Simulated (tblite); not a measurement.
C7H4FO (doublet state).
Structure used (GFN2-xTB), in Å, numbered top down from 1:
```xyz
13
C7H4FO angstrom
O      2.5244   -1.5889    0.3453
C      2.1546   -0.5052   -0.0227
C      0.7442   -0.0804   -0.0444
C     -0.2697   -0.9421    0.3767
C     -1.5932   -0.5569    0.3625
C     -1.9302    0.7243   -0.0830
C     -0.9280    1.5506   -0.4899
C      0.3904    1.2055   -0.4906
F      1.3497    2.0467   -0.8995
H      2.8654    0.2611   -0.3770
H      0.0181   -1.9263    0.7162
H     -2.3694   -1.2311    0.6903
H     -2.9608    1.0434   -0.1017
```

Computed with GFN2-xTB (tblite): harmonic, unscaled wavenumbers at the GFN2-xTB geometry, gas phase. The method is semi-empirical: single wavenumbers can be off by several per cent or more. One conformer, not necessarily the lowest. Open shells enter through the occupations alone, without spin polarisation, and single modes of such species can be off by tens of per cent.

Harmonic wavenumbers (cm⁻¹): 96.7, 140.1, 189.6, 239.4, 323.5, 424.2, 462.2, 475.9, 529.2, 607.3, 624.2, 769.7, 788.9, 813.2, 882.7, 904.1, 924.5, 1065.7, 1101.9, 1152.7, 1193.8, 1233.2, 1285.4, 1381.8, 1405.0, 1430.3, 1496.2, 1605.0, 1745.7, 2818.2, 3082.9, 3087.4, 3096.2.

A = 2604, B = 1610, C = 994.8 MHz; mass 123.025 u (most abundant isotopes); point group Cs, symmetry number 1; spin multiplicity 2.

**Question.** Zero-point energy?

**Answer.** ½Σν̃ = 18688 cm⁻¹ = 223.56 kJ/mol.

**Question.** Give the ideal-gas entropy at 500 K and 1 bar in the rigid-rotor, harmonic-oscillator model (classical rotation).

**Answer.** Translation 179.62, rotation 126.67, vibration 131.72, spin (R ln 2) 5.76: S = 443.8 J/(mol K).

**Question.** And Cp and H(500 K) − H(0)?

**Answer.** Cp = 180.19 J/(mol K), of which vibrations give 146.93 (their classical limit is 33 R = 274.4); H(500 K) − H(0) = 53.36 kJ/mol without the zero-point energy, 36.73 from vibrations.

**Question.** How do the functions run with temperature in this model?

**Answer.** 
```tsv
T (K)	S (J/(mol K))	Cp (J/(mol K))	H − H(0) (kJ/mol)	G − H(0) (kJ/mol)	ln q(vib)
50	238.6	41.8	1.78	-10.15	0.09
100	272.7	58.1	4.29	-22.98	0.54
298.15	365.5	124.0	22.29	-86.67	3.50
373.15	395.9	147.4	32.49	-115.23	4.78
750	525.7	223.0	104.25	-290.06	11.36
1000	593.7	248.3	163.42	-430.23	15.44
```

q(vib) and H(0) count from the zero-point level.

**Question.** What must be added to the electronic energy to get the Gibbs energy at 500 K and 1 bar?

**Answer.** ZPE + [H(500 K) − H(0)] − T·S = 223.56 + 53.36 − 221.89 = 55.03 kJ/mol.

Hindered rotation and anharmonicity are outside this model. Other conformers, if any are populated, would add a mixing term that is left out.
